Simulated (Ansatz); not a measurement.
```xyz
5

C     0.0686   -1.0086   -0.4814
Cl   -0.0643    0.5972    0.2850
H     0.0651   -0.8797   -1.5588
H     0.9967   -1.4700   -0.1603
H    -0.7786   -1.6116   -0.1716
```

Basis set: def2-TZVP (spherical functions). Left uncorrelated: 6 orbitals. Charge 0, multiplicity 3.

Computed with Ansatz (development build ahead of 0.2.0); each method stands on the lowest determinant of its kind that the runs found.

Give the atomization energy at this shape (free ground-state atoms in the same class of orbitals less the molecule, no zero-point energy) of triplet CH₃Cl by UHF-MP2, UHF.

```
 method  atomization energy
UHF-MP2             9.49 eV
    UHF             6.17 eV
```

Caution: another spin multiplicity may lie lower; the determinant breaks the point group.
